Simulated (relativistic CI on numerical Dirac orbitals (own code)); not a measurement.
How well does a small relativistic CI reproduce Cs⁷⁺?

Method of calculation: Dirac-Coulomb-Breit CI, KLI orbitals optimised for each configuration, model QED (radiative potential, 1s self-energy scaled to tabulated hydrogen-like ionisation energies), unscaled Slater integrals (own radial code, finite nucleus).

CI space (outside the closed core [Kr]): 4d10 5s2, 4d10 5s 5p, 4d10 5p2, 4d10 5s 5d, 4d10 4f2, 4d10 5s 4f, 4d10 5d2, 4d10 4f 5p, 4d10 5s 5f, 4d10 5p 5d, 4d10 5s 5g, 4d10 5s 6s, 4d9 5s2 4f, 4d10 4f 5d, 4d10 5f2, 4d10 5s 6p, 4d10 5p 5f, 4d10 5g2, 4d10 5s 6d, 4d10 5p 5g, 4d10 4f 5f, 4d10 5s 7s, 4d9 5s2 5p, 4d10 5s 7p, 4d10 5d 5f, 4d10 5s 6f, 4d10 4f 5g, 4d10 5s 7d, 4d10 5s 8s, 4d10 5d 5g. Double excitations out of closed p, d and f shells are left out; levels of such configurations are missing from the list, as are those of other unlisted configurations, and high levels can miss mixing partners. These lack a partner that the ground configuration has and come out too high: 4d9 5s2 4f, 4d9 5s2 5p.

```tsv
Configuration	Term (tabulated)	J	Measured (cm⁻¹)	Computed	Error	Purity (%)
4d10 5s2	1S	0	0.0	0	0	98
4d10 5s 5p	3P°	0	106573.8	100438	-6136	100
4d10 5s 5p	3P°	1	111628.0	105616	-6012	96
4d10 5s 5p	3P°	2	128031.4	121480	-6552	100
4d10 5s 5p	1P°	1	159326.3	156771	-2555	93
4d10 5p2	3P	0	247101.3	245596	-1505	90
4d10 5s 4f	3F°	2	259357.9	259666	308	100
4d10 5s 4f	3F°	3	259697.7	259932	234	100
4d10 5s 4f	3F°	4	260217.7	260321	103	100
4d10 5p2	3P	1	261162.7	258369	-2794	100
4d10 5p2	1D	2	262958.8	257538	-5421	62
4d10 5s 4f	1F°	3	266917.2	267917	1000	99
4d10 5p2	3P	2	282347.8	277281	-5067	72
4d10 5p2	1S	0	308057.6	309196	1139	87
4d10 5s 5d	3D	1	323609.5	319222	-4388	99
4d10 5s 5d	3D	2	324748.0	320322	-4426	98
4d10 5s 5d	3D	3	326841.0	322259	-4582	98
4d10 5s 5d	1D	2	343708.4	344318	610	73
4d10 4f 5p	3G	3	378551.1	377046	-1505	55
4d10 4f 5p	3F	2	384056.9	382428	-1629	85
4d10 4f 5p	3G	5	401815.1	399775	-2040	100
4d10 4f 5p	3D	3	404586.6	403275	-1312	76
4d10 4f 5p	3D	2	406200.8	405376	-825	84
4d10 4f 5p	3D	1	408767.7	408096	-672	99
4d10 4f 5p	1G	4	410757.8	410145	-612	88
4d10 5s 6s	3S	1	416560.2	410623	-5937	100
4d10 4f 5p	1D	2	419191.0	420356	1165	81
4d10 5s 6s	1S	0	424485.8	421271	-3215	100
4d10 5p 5d	3F°	2	440542.6	430583	-9960	83
4d10 5p 5d	3F°	3	449682.2	439660	-10022	91
4d10 5p 5d	3D°	1	458439.8	454402	-4037	59
4d10 5p 5d	3F°	4	463941.6	452568	-11374	97
4d10 5s 6p	3P°	1	468837.0	462803	-6034	70
4d10 5p 5d	3D°	3	474619.8	469664	-4956	86
4d10 5s 6p	3P°	2	474929.5	469082	-5847	56
4d10 5s 6p	1P°	1	476192.5	474125	-2068	69
4d10 5p 5d	3P° †	0	477671.9	471079	-6593	82
4d10 5p 5d	3P° †	1	479289.3	471043	-8246	56
4d10 5p 5d	1F°	3	490161.1	486517	-3644	67
4d10 5s 5f	3F°	2	524726.8	519403	-5324	98
4d10 5s 5f	3F°	3	524999.0	519702	-5297	97
4d10 5s 5f	3F°	4	525374.9	520114	-5261	97
4d10 5s 5f	1F°	3	531193.0	529195	-1998	76
4d9 5s2 5p	1P°	1	630624.0	636625	6001	85
4d9 5s2 5p	3D°	1	644396.0	650776	6380	68
```

Measured levels from Sansonetti, J. Phys. Chem. Ref. Data 38, 761 (2009); pairs were made by configuration, J and term (by order where the table uses no LS term), so strongly mixed levels may be paired wrongly.

Mean error by configuration (cm⁻¹): 4d10 5s 5p -5314; 4d10 5p2 -2730; 4d10 5s 4f 411; 4d10 5s 5d -3197; 4d10 4f 5p -929; 4d10 5s 6s -4576; 4d10 5p 5d -7332; 4d10 5s 6p -4650; 4d10 5s 5f -4470; 4d9 5s2 5p 6190. Over the excited levels the mean absolute error is 3808 cm⁻¹ (44 of the 51 excited levels that our extract of the source holds in range could be paired, and the others can miss by more), and the median relative error of those above 1,000 cm⁻¹ is 0.97 %. † marks terms whose computed intervals miss the measured ones by more than a factor of 2.5, or configurations far off the rest, from wrong mixing, a near crossing or a doubtful label or measurement; they are left out of the means.
